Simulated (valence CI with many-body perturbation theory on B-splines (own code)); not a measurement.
The numbers below are computed, except where a source is named.
## As26+ in three bases

Method: valence CI with perturbative core correlation (CI+MBPT): five valence electrons over a frozen Dirac-Fock core [He], radial functions for each j: 9 s, 9 p, 8 d, 6 f, 3 g, 1 h, with the one-electron correlation potential Σ1 (screened to all orders), the two-electron term Σ2, the three-electron term Σ3, Breit, model QED; selected single and double excitations, second order for the rest, scaled by the run's own slope (own B-spline code, finite nucleus).

The last digits are not significant, and no measured levels were compared; by estimate large intervals hold to a few tenths of a per cent, small ones and those within an open d or f shell to about a per cent. Among the levels kept, up to 4600 cm⁻¹ of a level comes from second order outside the variational space, and about a tenth of that is noise between levels of different J, which matters for small intervals.

The reference run has the lowest level 2s2 2p3 4S°_3/2 and an ionisation energy of 2765.27 eV. Its largest variational space holds 27408 state functions.

Names give the largest LS component (configuration and term), which can be under half, so a name can repeat, a term be missing and a line seem to break the LS rules; names also repeat where a configuration has a term twice.

Changed runs:
A. basis 6 s, 6 p, 5 d, 3 f, 1 g
B. basis 5 s, 5 p, 4 d, 2 f

Excitation energies of the reference run in cm⁻¹, and shifts in cm⁻¹:

```tsv
Level	Reference	A	B
2s2 2p3 2D°_3/2	263636	+54	+168
2s2 2p3 2D°_5/2	349719	+161	+436
2s2 2p3 2P°_1/2	467904	+158	+531
2s2 2p3 2P°_3/2	706930	+126	+401
2s 2p4 4P_5/2	1151140	-11	-30
2s 2p4 4P_3/2	1339800	-6.5	+11
2s 2p4 4P_1/2	1361120	+8.6	+105
2s 2p4 2D_3/2	1604040	+192	+640
2s 2p4 2D_5/2	1681210	+219	+676
2s 2p4 2S_1/2	1830710	+207	+765
2s 2p4 2P_3/2	1905900	+262	+859
2s 2p4 2P_1/2	2193490	+225	+824
Ionisation energy (eV)	2765.27	-0.028	-0.10
```
